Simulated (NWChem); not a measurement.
System: SiHOICl$_{2}$; SMILES O[Si](Cl)(Cl)I

NWChem input:

```
start job
memory heap 200 mb stack 900 mb global 1100 mb
geometry units angstroms noautoz
  O     -1.989697     0.921462     0.000000
  Si    -0.335470     0.817912     0.000000
  Cl     0.465313     1.747317     1.664483
  Cl     0.465313     1.747317    -1.664483
  I      0.196009    -1.553673     0.000000
  H     -2.348774     1.828741     0.000000
end
basis spherical
  * library def2-svp
end
ecp
  I library def2-ecp
end
dft
  xc b3lyp
  iterations 150
  mulliken
end
task dft energy
```

Output (shortened):

```
             Northwest Computational Chemistry Package (NWChem) 7.3.0
             --------------------------------------------------------

 CS  symmetry detected

                             Geometry "geometry" -> ""
                             -------------------------

 Output coordinates in angstroms (scale by  1.889725989 to convert to a.u.)

  No.       Tag          Charge          X              Y              Z
 ---- ---------------- ---------- -------------- -------------- --------------
    1 O                    8.0000    -1.97395431    -1.03368538     0.00000000
    2 Si                  14.0000    -0.32620240    -0.85451171     0.00000000
    3 Cl                  17.0000     0.51629011    -1.74628155     1.66448300
    4 Cl                  17.0000     0.51629011    -1.74628155    -1.66448300
    5 I                   53.0000     0.09614572     1.53891834     0.00000000
    6 H                    1.0000    -2.29111864    -1.95645201     0.00000000

 Effective nuclear repulsion energy (a.u.)     756.7840405282

      Symmetry information
      --------------------

 Group name             Cs
 Group number              2
 Group order               2
 No. of unique centers     5

                                 NWChem DFT Module
                                 -----------------

 Summary of "ao basis" -> "ao basis" (spherical)
 ------------------------------------------------------------------------------
       Tag                 Description            Shells   Functions and Types
 ---------------- ------------------------------  ------  ---------------------
 O                          def2-svp                 6       14   3s2p1d
 Si                         def2-svp                 8       18   4s3p1d
 Cl                         def2-svp                 8       18   4s3p1d
 I                          def2-svp                10       26   4s4p2d
 H                          def2-svp                 3        5   2s1p

      Symmetry analysis of basis
      --------------------------

        a'         63
        a"         36

            General Information
            -------------------
          SCF calculation type: DFT
          Wavefunction type:  closed shell.
          No. of atoms     :     6
          No. of electrons :    82
           Alpha electrons :    41
            Beta electrons :    41
          Charge           :     0
          Spin multiplicity:     1
          Use of symmetry is: on ; symmetry adaption is: on
          Maximum number of iterations: 150
          AO basis - number of functions:    99
                     number of shells:    43
          Convergence on energy requested:  1.00D-06
          Convergence on density requested:  1.00D-05
          Convergence on gradient requested:  5.00D-04

              XC Information
              --------------
                         B3LYP Method XC Potential
                     Hartree-Fock (Exact) Exchange  0.200
                        Slater Exchange Functional  0.800 local
                    Becke 1988 Exchange Functional  0.720 non-local
              Lee-Yang-Parr Correlation Functional  0.810
                  VWN I RPA Correlation Functional  0.190 local

             Grid Information
             ----------------
          Grid used for XC integration:  medium
          Radial quadrature: Mura-Knowles
          Angular quadrature: Lebedev.
          Tag              B.-S. Rad. Rad. Pts. Rad. Cut. Ang. Pts.
          ---              ---------- --------- --------- ---------
          O                   0.60       49          10.0       434
          Si                  1.10       88           9.0       590
          Cl                  1.00       88          10.0       590
          I                   1.40      123          11.0       590
          H                   0.35       45          11.0       434
          Grid pruning is: on
          Number of quadrature shells:   393
          Spatial weights used:  Erf1

      Superposition of Atomic Density Guess
      -------------------------------------

 Sum of atomic energies:       -1629.70313549

      Non-variational initial energy
      ------------------------------

 Total energy =   -1580.366427
 1-e energy   =   -3281.863960
 2-e energy   =    1205.372439
 HOMO         =      -0.352715
 LUMO         =       0.013775

      Symmetry analysis of molecular orbitals - initial
      -------------------------------------------------

  Numbering of irreducible representations:

     1 a'          2 a"

  Orbital symmetries:

     1 a'          2 a"          3 a'          4 a'          5 a'
     6 a"          7 a'          8 a"          9 a'         10 a'
    11 a"         12 a"         13 a'         14 a'         15 a'
    16 a"         17 a'         18 a'         19 a"         20 a'
    21 a'         22 a'         23 a"         24 a"         25 a'
    26 a'         27 a'         28 a"         29 a'         30 a'
    31 a'         32 a"         33 a'         34 a'         35 a"
    36 a'         37 a"         38 a"         39 a'         40 a'
    41 a"         42 a'         43 a'         44 a"         45 a'
    46 a'         47 a'         48 a'         49 a'         50 a"
    51 a'

     ---------------------------------------------
      Total Density - Mulliken Population Analysis
     ---------------------------------------------

    Atom       Charge   Shell Charges
 -----------   ------   -------------------------------------------------------
    1 O    8     8.76   1.99  1.10  0.64  3.07  1.95  0.00
    2 Si  14    12.49   2.00  1.99  0.84  0.04  5.93  0.76  0.63  0.30
    3 Cl  17    17.39   2.00  1.99  1.22  0.72  5.94  2.15  3.36  0.01
    4 Cl  17    17.39   2.00  1.99  1.22  0.72  5.94  2.15  3.36  0.01
    5 I   25    25.32   1.83  0.22  1.23  0.67  2.92  3.13  2.64  2.66  9.82  0.19
    6 H    1     0.64   0.51  0.08  0.06

[...]
```

Level: B3LYP/def2-SVP with def2 effective core potentials on I. All runs use the structure optimised with PBE-D3(BJ)/def2-SVP. B3LYP is NWChem's, with the RPA form of VWN correlation. def2 effective core potentials on I; no spin-orbit coupling.
